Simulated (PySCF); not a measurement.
Calculated NMR parameters of CCO[Si@H]1C[C@H](C#N)C1

```yaml
Formula: C6H11NOSi
SMILES: CCO[Si@H]1C[C@H](C#N)C1
Point_group_of_the_computed_structure: C1
Degrees_of_unsaturation: 3
Carbon_signals: 5
Proton_signals: 6
```

Bonds (- single, = double, # triple, : aromatic): C1-C2, C2-O3, O3-Si4, Si4-C5, C5-C6, C6-C7, C7#N8, C6-C9, C9-Si4. C1 carries H10, H11, H12; C2 carries H13, H14; Si4 carries H15; C5 carries H16, H17; C6 carries H18; C9 carries H19, H20. Stereochemistry as in CCO[Si@H]1C[C@H](C#N)C1. H16, H20 are cis to O3 on the ring; H17, H19 are trans to O3 on the ring.

- geometry: GFN2-xTB
- shielding tensors at PBE0/pcSseg-1 (GIAO)
- code: PySCF
- gas phase, non-relativistic Hamiltonian, one computed conformer, equivalent nuclei averaged

References, each an isolated molecule treated in the same way: ¹H (σ = 31.72 ppm), ¹³C (σ = 186.93 ppm), ²⁹Si (σ = 349.16 ppm) vs TMS; ¹⁵N (σ = 267.73 ppm) against NH3; ¹⁷O (σ = 336.08 ppm) against H2O.

| carbon | δC, type | δH (multiplicity) | HMBC from (2–3 bonds) | span of the C tensor (ppm) |
| --- | --- | --- | --- | --- |
| C1 | 20.6, CH3 | 1.38 (t) | H13/H14 | 38 |
| C2 | 63.9, CH2 | 4.00 (q) | H15, H10/H11/H12 | 75 |
| C5/C9 | 29.1, CH2 | H16 2.13 (m); H17 1.79 (m) | H15, H18, H16/H20, H17/H19 | 66 |
| C6 | 14.8, CH | 2.87 (m) | H15, H16/H20, H17/H19 | 11 |
| C7 | 130.4, C | – | H18, H16/H20, H17/H19 | 367 |

Other nuclei:
| atoms | nucleus | environment | δ (ppm) | σ (ppm) |
| --- | --- | --- | --- | --- |
| H15 | ¹H | hydrogen on a silicon bonded to 2 C, O, in a 4-membered ring | 5.69 | 26.03 |
| Si4 | ²⁹Si | silicon bonded to 2 C, O, H, in a 4-membered ring | -2.4 | 351.6 |
| N8 | ¹⁵N | nitrile nitrogen | 296.8 | -29.1 |
| O3 | ¹⁷O | oxygen bonded to C, Si | 60.5 | 275.6 |

Carbon types of the structure: 1 × C, 1 × CH, 3 × CH2, 1 × CH3, leaving 1 H on heteroatoms. δC 130.4: nitrile carbon; C≡N carbons fall here, among the sp2 signals but without a proton. δC 63.9: sp3 CH2 bonded to O; deshielded by the electronegative neighbour. δC 20.6: methyl carbon; aliphatic region, no heteroatom directly attached. δC 14.8: sp3 CH α to a nitrile; aliphatic region, no heteroatom directly attached. δH 4.00: hydrogen on an sp3 CH2 bonded to O; its carbon carries O, which withdraws density.

Shifts are as computed. Against solution values, carbons near 30 ppm lie about +3 ppm off and those near 130 ppm about +5 ppm. Of 1211 compounds with measured shifts, 218 miss one by over three times the rms of a fit or turn the order of signals round; such compounds aren't used in these exercises. Experimental scales use liquid or dissolved standards, which lie at an offset from isolated NH3 (liquid NH3: subtract about 20 ppm) and H2O (liquid H2O: subtract about 36 ppm). Unscaled 15N shifts of sp2 nitrogen come out 20 to 40 ppm too high even then. No couplings were computed; multiplicities are counted from neighbouring protons, with m where these are inequivalent, close in shift, in a saturated or five-membered ring or joined by F or P, and br s for small geminal =CH2 splittings.
